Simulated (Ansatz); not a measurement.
```yaml
crystal:
  periodic: [false, false, false]
  atoms:
    - {symbol: C, position_ang: [-0.813107, 0.211065, 1.413778]}
    - {symbol: C, position_ang: [0.615044, 0.283160, 1.004910]}
    - {symbol: C, position_ang: [1.104335, 0.036475, -0.212041]}
    - {symbol: Si, position_ang: [0.108824, -0.492776, -1.678503]}
    - {symbol: Cl, position_ang: [-1.014089, 1.073810, -2.424323]}
    - {symbol: H, position_ang: [-1.162623, 1.195852, 1.740130]}
    - {symbol: H, position_ang: [-0.937093, -0.463013, 2.266977]}
    - {symbol: H, position_ang: [-1.466437, -0.126426, 0.607654]}
    - {symbol: H, position_ang: [1.306325, 0.580998, 1.793482]}
    - {symbol: H, position_ang: [2.176031, 0.155021, -0.358125]}
    - {symbol: H, position_ang: [-0.854051, -1.573469, -1.354876]}
    - {symbol: H, position_ang: [1.013840, -0.935999, -2.765061]}
basis:
  gaussian: {orbitals: def2-SVP}
magnetization: {spin_polarized: true, initial_magnetization: 6}
hamiltonian: {xc: {name: B3LYP5}}
```

```sh
$ ansatz run in.yaml --threads 4 --pin off --events-out ev --progress --plain --max-ram 10444MiB
```

It prints (some lines left out):

```
Functional definition: B3LYP5
1124 factors; integrals over basis functions are off by at most 1.2e-3 eV
mean field evaluation 1: about -23559.4982 eV, gradient 6.6e1 eV
mean field evaluation 2: about -23235.6252 eV, gradient 2.3e2 eV
mean field evaluation 4: about -23588.7849 eV, gradient 2.1e1 eV
mean field evaluation 8: about -23592.7913 eV, gradient 7.9e-1 eV
mean field evaluation 16: about -23592.9797 eV, gradient 7.5e-2 eV
mean field evaluation 32: about -23592.9806 eV, gradient 7.7e-4 eV
mean field -23592.98056768 eV, -867.0260439658 hartree, gradient 2.5e-5 eV, S^2 12.010675; 7 other end points of the search recorded, 0 dependent functions left out
reference -23592.98083879 eV, -867.0260539287 hartree; 31, 25 occupied and 82, 88 virtual orbitals, 1124 factors
Total energy: -23592.98083879 eV, -867.0260539287 hartree
```

In this input the spin is set far too high for this molecule. The run converged. The result belongs to that input, not to the molecule as meant.
